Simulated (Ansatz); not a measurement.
Species: C3H8FGe, net charge 0, doublet state. It need not be the lowest isomer of its formula. 
Geometry from a B3LYP-D3(BJ)/def2-TZVP (Ansatz, an electronic-structure program) optimisation:
SMILES: [CH3][Ge]([CH3])([CH2])[F]
```xyz
13

C      0.9240     1.5771    -0.7110
Ge     0.0111     0.0217    -0.0286
C     -1.9137     0.0905    -0.3420
C      0.8728    -1.6449    -0.5654
F      0.1862     0.0728     1.7347
H      0.4204     2.5258    -0.8546
H      1.9843     1.5723    -0.9345
H     -2.3216     1.0195     0.0554
H     -2.1281     0.0403    -1.4101
H     -2.4011    -0.7475     0.1554
H      1.9260    -1.6247    -0.2867
H      0.3942    -2.4873    -0.0670
H      0.7969    -1.7832    -1.6445
```
Charge 0, spin multiplicity 2.

Wanted: atomisation energy (electronic, to ground-state atoms), in eV. Cores are frozen in the correlated levels unless marked. Open shells are spin-unrestricted. No spin-orbit coupling. The frozen core is the preceding noble-gas configuration, with the filled d and f shells of earlier blocks. No relativistic terms. The coupled-cluster limit lacks core correlation, which all-electron functionals hold. Basis-set limits of correlation are two-point, X^-3; Hartree-Fock from the larger set.

| level | program | atomisation energy (eV) | minus last row |
|---|---|---|---|
| HF/cc-pVTZ | Ansatz | 37.28 | -12.11 |
| PBE0/def2-SVP | Ansatz | 49.40 | 0.01 |
| PBE0-D4/def2-TZVPD | Ansatz + dftd4 | 49.41 | 0.02 |
| B2GP-PLYP-D3(BJ)/def2-TZVPD | Ansatz + dftd3 | 48.79 | -0.60 |
| MP2/6-31G* | Ansatz | 45.31 | -4.08 |
| CCSD/CBS(cc-pVTZ,cc-pVQZ) | Ansatz | 48.74 | -0.65 |
| CCSD(T)/CBS(cc-pVTZ,cc-pVQZ) | Ansatz | 49.39 | 0.00 |
